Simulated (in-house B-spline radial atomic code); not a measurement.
A run on Nb5+ (an excited or competing configuration) that did not converge. Method: scalar-relativistic (X2C) wB97X, spin-polarised, spherical fractional occupations, exact exchange averaged over the configuration, Fermi nucleus of rms radius 4.324 fm; computed with an all-electron radial atomic-structure program (B-spline basis).

Command:
```bash
python run_scf.py task.json out
```
Settings (nuclear radius in fm, mass in u):
```
Z                41
configuration    [Ar] 3d9 4s2 4p6 5p1
hamiltonian      x2c
method           wb97x
spin_polarised   True
nucleus          fermi
rms_radius       4.324
atomic_mass      92.90637
speed_of_light   137.035999084
exact_exchange   averaged over the configuration
```

First and last ten iterations of the last attempt (damped for 15 steps, keeping 80 % of the old Fock matrix, then DIIS):
```
 iter        energy (Eh)    residual
    1       -3799.479964    5.19e-01
    2       -3804.583351    2.88e-01
    3       -3805.258398    1.96e-01
    4       -3805.594381    1.32e-01
    5       -3805.760353    8.91e-02
    6       -3805.841966    5.96e-02
    7       -3805.882027    4.06e-02
    8       -3805.901707    2.98e-02
    9       -3805.911405    2.20e-02
   10       -3805.916210    1.63e-02
  111       -3805.921121    1.55e-06
  112       -3805.921121    1.26e-06
  113       -3805.921121    1.16e-06
  114       -3805.921121    2.63e-06
  115       -3805.921121    1.87e-06
  116       -3805.921121    1.30e-06
  117       -3805.921121    1.67e-06
  118       -3805.921121    1.24e-06
  119       -3805.921121    1.54e-06
  120       -3805.921121    2.62e-06
 not converged after 120 iterations
```

The smallest residual met was 1.1e-06; the threshold is about 4e-07. Over the last five steps the energy moves by less than 1e-08 hartree, but the orbitals didn't meet the threshold. Time taken, with all properties: 14 s on 1 thread of Intel(R) Xeon(R) Platinum 8488C (shared host).
